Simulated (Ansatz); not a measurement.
Harmonic vibrations of the cluster Be₈ by finite differences.

```yaml
crystal:
  periodic: [false, false, false]
  atoms:
    - {symbol: Be, position_ang: [0.900467, 1.127024, 0.337762]}
    - {symbol: Be, position_ang: [0.923521, 0.716171, -1.622991]}
    - {symbol: Be, position_ang: [-1.020051, 0.979864, -0.438989]}
    - {symbol: Be, position_ang: [1.829531, -0.659560, -0.463794]}
    - {symbol: Be, position_ang: [-1.007576, 0.758436, 1.551998]}
    - {symbol: Be, position_ang: [0.173214, -0.996939, 1.081747]}
    - {symbol: Be, position_ang: [-1.745734, -0.815648, 0.534560]}
    - {symbol: Be, position_ang: [-0.053382, -1.109347, -0.980293]}
basis:
  gaussian: {orbitals: def2-SVP}
hamiltonian: {xc: r2scan}
scf: {omitted_lower_state_checks: [starts]}
phonons: {temperatures: {t_min: 298.15, t_max: 900, t_step: 200}}
```

```sh
$ ansatz run in.yaml --threads 4 --pin off --events-out ev --progress --plain --max-ram 3916MiB
```

Output, abridged:

```
Functional definition: r2SCAN
  name "r2SCAN"
  cite "Furness, Kaplan, Ning, Perdew & Sun, J. Phys. Chem. Lett. 11, 8208 (2020) doi:10.1021/acs.jpclett.0c02405"
  cite "Furness, Kaplan, Ning, Perdew & Sun, J. Phys. Chem. Lett. 11, 9248 (2020) doi:10.1021/acs.jpclett.0c03077"
  parent r2scan
  parameter k0 = 0.174
  parameter k1 = 0.065
  parameter a1 = 4.9479
  exchange = r2scan_x(k0 = k0, k1 = k1, a1 = a1)
  correlation = r2scan_c
these checks for a lower state are left out or cut short: starts
mean field -3199.49923468 eV, -117.5794281762 hartree, gradient 2.0e-5 eV, S^2 0.000000; 0 other end points of the search recorded, 0 dependent functions left out
the calculation of the forces begins
these checks for a lower state are left out or cut short: stability, starts, cluster_reference, orbital_swaps, neighbouring_geometries, increment
mean field -3199.49920980 eV, -117.5794272617 hartree, gradient 2.9e-6 eV, S^2 0.000000; 0 other end points of the search recorded, 0 dependent functions left out
the calculation of the forces begins
these checks for a lower state are left out or cut short: stability, starts, cluster_reference, orbital_swaps, neighbouring_geometries, increment
mean field -3199.49921987 eV, -117.5794276316 hartree, gradient 1.1e-6 eV, S^2 0.000000; 0 other end points of the search recorded, 0 dependent functions left out
the calculation of the forces begins
these checks for a lower state are left out or cut short: stability, starts, cluster_reference, orbital_swaps, neighbouring_geometries, increment
mean field -3199.49922372 eV, -117.5794277732 hartree, gradient 9.7e-7 eV, S^2 0.000000; 0 other end points of the search recorded, 0 dependent functions left out
the calculation of the forces begins
these checks for a lower state are left out or cut short: stability, starts, cluster_reference, orbital_swaps, neighbouring_geometries, increment
mean field -3199.49921901 eV, -117.5794276001 hartree, gradient 2.2e-6 eV, S^2 0.000000; 0 other end points of the search recorded, 0 dependent functions left out
the calculation of the forces begins
these checks for a lower state are left out or cut short: stability, starts, cluster_reference, orbital_swaps, neighbouring_geometries, increment
mean field -3199.49920804 eV, -117.5794271969 hartree, gradient 1.4e-6 eV, S^2 0.000000; 0 other end points of the search recorded, 0 dependent functions left out
the calculation of the forces begins
these checks for a lower state are left out or cut short: stability, starts, cluster_reference, orbital_swaps, neighbouring_geometries, increment
mean field -3199.49921452 eV, -117.5794274350 hartree, gradient 1.4e-6 eV, S^2 0.000000; 0 other end points of the search recorded, 0 dependent functions left out
the calculation of the forces begins
these checks for a lower state are left out or cut short: stability, starts, cluster_reference, orbital_swaps, neighbouring_geometries, increment
mean field -3199.49921397 eV, -117.5794274148 hartree, gradient 1.9e-6 eV, S^2 0.000000; 0 other end points of the search recorded, 0 dependent functions left out
the calculation of the forces begins
these checks for a lower state are left out or cut short: stability, starts, cluster_reference, orbital_swaps, neighbouring_geometries, increment
mean field -3199.49922523 eV, -117.5794278288 hartree, gradient 2.7e-6 eV, S^2 0.000000; 0 other end points of the search recorded, 0 dependent functions left out
the calculation of the forces begins
these checks for a lower state are left out or cut short: stability, starts, cluster_reference, orbital_swaps, neighbouring_geometries, increment
mean field -3199.49921136 eV, -117.5794273191 hartree, gradient 1.0e-6 eV, S^2 0.000000; 0 other end points of the search recorded, 0 dependent functions left out
the calculation of the forces begins
[...]
the calculation of the forces begins
these checks for a lower state are left out or cut short: stability, starts, cluster_reference, orbital_swaps, neighbouring_geometries, increment
mean field -3199.49922121 eV, -117.5794276811 hartree, gradient 1.9e-6 eV, S^2 0.000000; 0 other end points of the search recorded, 0 dependent functions left out
the calculation of the forces begins
these checks for a lower state are left out or cut short: stability, starts, cluster_reference, orbital_swaps, neighbouring_geometries, increment
mean field -3199.49921729 eV, -117.5794275368 hartree, gradient 1.7e-6 eV, S^2 0.000000; 0 other end points of the search recorded, 0 dependent functions left out
the calculation of the forces begins
these checks for a lower state are left out or cut short: stability, starts, cluster_reference, orbital_swaps, neighbouring_geometries, increment
mean field -3199.49922105 eV, -117.5794276750 hartree, gradient 1.3e-6 eV, S^2 0.000000; 0 other end points of the search recorded, 0 dependent functions left out
the calculation of the forces begins
these checks for a lower state are left out or cut short: stability, starts, cluster_reference, orbital_swaps, neighbouring_geometries, increment
mean field -3199.49920354 eV, -117.5794270315 hartree, gradient 1.2e-6 eV, S^2 0.000000; 0 other end points of the search recorded, 0 dependent functions left out
the calculation of the forces begins
these checks for a lower state are left out or cut short: stability, starts, cluster_reference, orbital_swaps, neighbouring_geometries, increment
mean field -3199.49922067 eV, -117.5794276611 hartree, gradient 2.3e-6 eV, S^2 0.000000; 0 other end points of the search recorded, 0 dependent functions left out
the calculation of the forces begins
these checks for a lower state are left out or cut short: stability, starts, cluster_reference, orbital_swaps, neighbouring_geometries, increment
mean field -3199.49922167 eV, -117.5794276980 hartree, gradient 9.8e-7 eV, S^2 0.000000; 0 other end points of the search recorded, 0 dependent functions left out
the calculation of the forces begins
these checks for a lower state are left out or cut short: stability, starts, cluster_reference, orbital_swaps, neighbouring_geometries, increment
mean field -3199.49922197 eV, -117.5794277089 hartree, gradient 1.2e-6 eV, S^2 0.000000; 0 other end points of the search recorded, 0 dependent functions left out
the calculation of the forces begins
these checks for a lower state are left out or cut short: stability, starts, cluster_reference, orbital_swaps, neighbouring_geometries, increment
mean field -3199.49920611 eV, -117.5794271261 hartree, gradient 1.2e-6 eV, S^2 0.000000; 0 other end points of the search recorded, 0 dependent functions left out
the calculation of the forces begins
Total energy: -3199.49924793 eV, -117.5794286629 hartree
Atom 0 at     0.900467     1.127024     0.337762 Å, force    -0.002033     0.000933    -0.001322 eV/Å
Atom 1 at     0.923521     0.716171    -1.622991 Å, force    -0.002260    -0.002277     0.003054 eV/Å
Atom 2 at    -1.020051     0.979864    -0.438989 Å, force     0.000727     0.001542     0.000295 eV/Å
Atom 3 at     1.829531    -0.659560    -0.463794 Å, force    -0.001274     0.001078    -0.000126 eV/Å
Atom 4 at    -1.007576     0.758436     1.551998 Å, force     0.001368    -0.000923    -0.001524 eV/Å
Atom 5 at     0.173214    -0.996939     1.081747 Å, force    -0.002838    -0.002621    -0.004352 eV/Å
Atom 6 at    -1.745734    -0.815648     0.534560 Å, force     0.002789     0.002461     0.000782 eV/Å
Atom 7 at    -0.053382    -1.109347    -0.980293 Å, force     0.003522    -0.000193     0.003193 eV/Å
Dipole moment:    -0.000066    -0.000049    -0.000080 e Å
Vibrations: 255.68 264.45 280.34 290.34 310.66 349.40 450.27 455.82 476.50 495.98 521.46 552.96 571.73 619.67 628.54 666.74 720.08 726.12 cm⁻¹, zero-point energy 0.535410 eV
Checks for a lower state left out: starts
```

Run time 20 s (4 threads of Intel Xeon 6975P-C on a shared host).

The restricted singlet is unstable towards broken spin symmetry at other levels; at r2SCAN/def2-SVP this wasn't settled. The geometry of the singlet was relaxed on an unsound state (restricted singlet, unstable towards broken spin symmetry at other levels and untested here). At PBE0/def2-TZVP a triplet of charge 0 lies 0.15 eV below the restricted singlet, each at its own geometry. The structure comes from a short search, and lower isomers may exist.
